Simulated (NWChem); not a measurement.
System: WHSO$_{2}$Cl; SMILES [W]([Cl])([SH])(=[O])=[O]

Input file for NWChem:

```
start job
memory heap 200 mb stack 900 mb global 1100 mb
geometry units angstroms
  W      0.201730    -0.066427     0.056017
  O      1.113909    -0.901916    -1.073730
  O      0.720933    -0.090366     1.647978
  Cl    -0.163749     1.980660    -0.566764
  S     -1.840897    -1.252908     0.052633
  H     -1.595912    -1.942624    -1.071430
end
basis spherical
  * library def2-svp
end
ecp
  W library def2-ecp
end
dft
  xc pbe0
  iterations 150
end
driver
  maxiter 120
end
task dft optimize
dft
  grid fine
  convergence energy 1d-8 density 1d-7
end
task dft freq numerical
```

Output (shortened):

```
             Northwest Computational Chemistry Package (NWChem) 7.3.0
             --------------------------------------------------------

 C1  symmetry detected

                             Geometry "geometry" -> ""
                             -------------------------

 Output coordinates in angstroms (scale by  1.889725989 to convert to a.u.)

  No.       Tag          Charge          X              Y              Z
 ---- ---------------- ---------- -------------- -------------- --------------
    1 W                   74.0000     0.24611869     0.05005929     0.00375920
    2 O                    8.0000     1.06863589    -0.10581143    -1.44731297
    3 O                    8.0000     1.14851700     0.05052149     1.41449013
    4 Cl                  17.0000    -1.09030509     1.76051345    -0.01396926
    5 S                   16.0000    -1.03530194    -1.93257276     0.08864151
    6 H                    1.0000    -0.84998900    -2.26963258    -1.19638504

 Effective nuclear repulsion energy (a.u.)    1109.0865617342

                                Z-matrix (autoz)
                                --------

 Units are Angstrom for bonds and degrees for angles

      Type          Name      I     J     K     L     M      Value
      ----------- --------  ----- ----- ----- ----- ----- ----------
    1 Stretch                  1     2                       1.67524
    2 Stretch                  1     3                       1.67466
    3 Stretch                  1     4                       2.17071
    4 Stretch                  1     5                       2.36222
    5 Stretch                  5     6                       1.34136
    6 Bend                     1     5     6                95.82764
    7 Bend                     2     1     3               117.71867
    8 Bend                     2     1     4               111.62442
    9 Bend                     2     1     5               102.67227
   10 Bend                     3     1     4               109.78030
   11 Bend                     3     1     5               105.20488
   12 Bend                     4     1     5               109.12732
   13 Torsion                  2     1     5     6         -13.62239
   14 Torsion                  3     1     5     6        -137.34337
   15 Torsion                  4     1     5     6         104.91780

                           NWChem Geometry Optimization
                           ----------------------------

 maximum gradient threshold         (gmax) =   0.000450
 rms gradient threshold             (grms) =   0.000300
 maximum cartesian step threshold   (xmax) =   0.001800
 rms cartesian step threshold       (xrms) =   0.001200
 fixed trust radius                (trust) =   0.300000
 source of zmatrix                         =   autoz

          -------------------
          Energy Minimization
          -------------------

 Using diagonal initial Hessian
 Scaling for Hessian diagonals: bonds = 1.00  angles = 0.25  torsions = 0.10

          --------
          Step   0

                                 NWChem DFT Module
                                 -----------------

 Summary of "ao basis" -> "ao basis" (spherical)
 ------------------------------------------------------------------------------
       Tag                 Description            Shells   Functions and Types
 ---------------- ------------------------------  ------  ---------------------
 W                          def2-svp                12       32   6s3p2d1f
 O                          def2-svp                 6       14   3s2p1d
 Cl                         def2-svp                 8       18   4s3p1d
 S                          def2-svp                 8       18   4s3p1d
 H                          def2-svp                 3        5   2s1p

[...]

      ----------------------
      Optimization converged
      ----------------------

  Step       Energy      Delta E   Gmax     Grms     Xrms     Xmax
  ---- ---------------- -------- -------- -------- -------- --------
@    7   -1075.87785493 -1.9D-07  0.00007  0.00002  0.00067  0.00160
                                     ok       ok       ok       ok

                                Z-matrix (autoz)
                                --------

 Units are Angstrom for bonds and degrees for angles

      Type          Name      I     J     K     L     M      Value     Gradient
      ----------- --------  ----- ----- ----- ----- ----- ---------- ----------
    1 Stretch                  1     2                       1.69694   -0.00003
    2 Stretch                  1     3                       1.69514    0.00007
    3 Stretch                  1     4                       2.27963   -0.00002
    4 Stretch                  1     5                       2.33575   -0.00001
    5 Stretch                  5     6                       1.35513   -0.00000
    6 Bend                     1     5     6                94.31919   -0.00000
    7 Bend                     2     1     3               108.53286    0.00000
    8 Bend                     2     1     4               109.89994    0.00001
    9 Bend                     2     1     5               108.10305   -0.00002
   10 Bend                     3     1     4               110.52424    0.00000
   11 Bend                     3     1     5               105.33784    0.00000
   12 Bend                     4     1     5               114.21339    0.00001
   13 Torsion                  2     1     5     6         -37.28132    0.00000
   14 Torsion                  3     1     5     6        -153.15676    0.00001
   15 Torsion                  4     1     5     6          85.37913   -0.00000

                         Geometry "geometry" -> "geometry"
                         ---------------------------------

 Output coordinates in angstroms (scale by  1.889725989 to convert to a.u.)

  No.       Tag          Charge          X              Y              Z
 ---- ---------------- ---------- -------------- -------------- --------------
    1 W                   74.0000     0.21249660    -0.01370160     0.00133039
    2 O                    8.0000     1.21767575    -0.04690495    -1.36545757
    3 O                    8.0000     1.18797748     0.05352784     1.38604296
    4 Cl                  17.0000    -1.16660317     1.79896906    -0.09357405
    5 S                   16.0000    -0.90408791    -2.06118161     0.13099374
    6 H                    1.0000    -1.05978320    -2.17763128    -1.21011191

 Effective nuclear repulsion energy (a.u.)    1089.4878832567

                Final and change from initial internal coordinates
                --------------------------------------------------

                                Z-matrix (autoz)
                                --------

[...]

 Rotational Constants
 --------------------
 A=   0.088453 cm-1  (  0.127262 K)
 B=   0.053067 cm-1  (  0.076350 K)
 C=   0.043961 cm-1  (  0.063248 K)

 Temperature                      =   298.15K
 frequency scaling parameter      =   1.0000

 Zero-Point correction to Energy  =   10.758 kcal/mol  (  0.017144 au)
 Thermal correction to Energy     =   15.097 kcal/mol  (  0.024058 au)
 Thermal correction to Enthalpy   =   15.689 kcal/mol  (  0.025002 au)

 Total Entropy                    =   86.503 cal/mol-K
   - Translational                =   42.809 cal/mol-K (mol. weight = 283.8896)
   - Rotational                   =   28.436 cal/mol-K (symmetry #  =        1)
   - Vibrational                  =   15.257 cal/mol-K

 Cv (constant volume heat capacity) =   21.269 cal/mol-K
   - Translational                  =    2.979 cal/mol-K
   - Rotational                     =    2.979 cal/mol-K
   - Vibrational                    =   15.311 cal/mol-K

[normal modes left out]

 ----------------------------------------------------------------------------
 Normal Eigenvalue ||           Projected Infra Red Intensities
  Mode   [cm**-1]  || [atomic units] [(debye/angs)**2] [(KM/mol)] [arbitrary]
 ------ ---------- || -------------- ----------------- ---------- -----------
    1       -0.000 ||    0.000333           0.008         0.325       0.143
    2       -0.000 ||    0.000788           0.018         0.768       0.338
    3       -0.000 ||    0.000575           0.013         0.561       0.247
    4       -0.000 ||    0.000016           0.000         0.015       0.007
    5       -0.000 ||    0.000464           0.011         0.453       0.199
    6        0.000 ||    0.000101           0.002         0.098       0.043
    7      113.286 ||    0.000252           0.006         0.246       0.108
    8      150.897 ||    0.003449           0.080         3.363       1.480
    9      181.984 ||    0.007039           0.162         6.862       3.020
   10      217.417 ||    0.006206           0.143         6.049       2.663
   11      288.655 ||    0.019248           0.444        18.764       8.259
   12      329.057 ||    0.000336           0.008         0.328       0.144
   13      409.106 ||    0.031336           0.723        30.548      13.445
   14      421.579 ||    0.060909           1.405        59.377      26.134
   15      643.456 ||    0.020844           0.481        20.319       8.943
   16     1021.002 ||    0.162208           3.742       158.129      69.598
   17     1060.393 ||    0.093962           2.168        91.599      40.316
   18     2692.237 ||    0.011448           0.264        11.160       4.912
 ----------------------------------------------------------------------------
```

Level: PBE0/def2-SVP with def2 effective core potentials on W. def2 effective core potentials on W; no spin-orbit coupling.
